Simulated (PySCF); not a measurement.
Compound: C4H10OSi.
Atom-mapped SMILES: `[CH3:1][C@@H:2]1[CH2:3][CH2:4][O:5][SiH2:6]1`

Geometry (PBE0-D3(BJ)/def2-SVP, Å), atoms numbered from 1 in this order:
```xyz
16
C4H10OSi angstrom
C     -2.073   -0.892   -0.171
C     -0.648   -0.439   -0.454
C      0.435   -1.286    0.237
C      1.742   -0.494    0.231
O      1.462    0.861    0.533
Si    -0.118    1.283    0.139
H     -2.300   -0.842    0.907
H     -2.238   -1.933   -0.494
H     -2.813   -0.266   -0.692
H     -0.465   -0.462   -1.545
H      0.563   -2.271   -0.243
H      0.132   -1.474    1.283
H      2.458   -0.882    0.973
H      2.228   -0.563   -0.762
H     -0.158    2.345   -0.911
H     -0.855    1.768    1.345
```

NICS is the negative of the GIAO shielding at a point without a nucleus: at the ring centre (0) and 1 Å above and below it (1); zz is the component along the ring normal. Level: GIAO CAM-B3LYP/pcSseg-2 (PySCF, non-relativistic, gas phase) on the PBE0-D3(BJ)/def2-SVP geometry, one conformer.

Ring bond lengths (Å): C2–C3 1.539, C3–C4 1.528, C4–O5 1.416, O5–Si6 1.682, Si6–C2 1.896.

Give the NICS values of each ring in ppm.

```
           ring                                                    type  NICS(0)  NICS(1), two faces  NICS(1)zz, two faces  rms pucker (Å)  centre to ring atoms, mean (Å)
C2–C3–C4–O5–Si6  5-membered ring with O and Si; formal bonds all single     -5.3         -3.1 / -2.6           -2.7 / -2.9            0.17                            1.35
```

What can be read from them?

- C2–C3–C4–O5–Si6: mean NICS(1)zz -2.8 ppm, near zero. C2, C3, C4, Si6 have four or more neighbours, so the value isn't read as a sign of a π ring current.

At the second NICS(1) probe listed for ring C2–C3–C4–O5–Si6, 1 Å off the ring, how large is the induced field along the normal in 7.05 T applied along it?

NICSzz × B0 = -2.9 ppm × 7.05 T = -20 μT, against the applied field.

What are the shieldings of the ring atoms and their hydrogens in the same run (means over atoms taken as equivalent)?

```tsv
atoms	environment	σ isotropic (ppm)	principal values of the symmetric part, first atom (ppm)
C2	sp3 carbon bound to silicon	160.8	146.0, 160.5, 175.8
C3	ring CH2 carbon	141.4	118.0, 145.4, 160.9
C4	sp3 carbon bound to oxygen	110.2	72.9, 101.9, 155.9
O5	silyl ether oxygen	290.9	246.2, 277.4, 349.1
Si6	oxygen-bound silicon	325.5	274.3, 305.8, 396.3
H10	methine hydrogen	30.03	25.8, 28.6, 35.6
H11	methylene hydrogen	29.43	25.8, 27.4, 35.1
H12	methylene hydrogen	29.85	25.5, 29.2, 34.9
H13	methylene hydrogen	27.24	22.8, 26.4, 32.6
H14	methylene hydrogen	27.69	22.9, 26.7, 33.5
H15	Si–H hydrogen	26.42	23.5, 24.2, 31.5
H16	Si–H hydrogen	26.67	23.7, 24.8, 31.6
```

How do the values depend on the level or the medium?

| level | NICS(0), C2–C3–C4–O5–Si6 | mean NICS(1)zz, C2–C3–C4–O5–Si6 |
| --- | --- | --- |
| CAM-B3LYP/pcSseg-2, gas | -5.3 | -2.8 |
| PBE0/pcSseg-1, gas | -6.0 | -3.3 |
| PBE0/pcSseg-1, IEF-PCM acetone | -6.0 | -3.4 |
| PBE0/pcSseg-1, IEF-PCM chloroform | -6.0 | -3.3 |

The geometry is the same throughout; the continuum's cavity takes Bondi-type radii × 1.2.
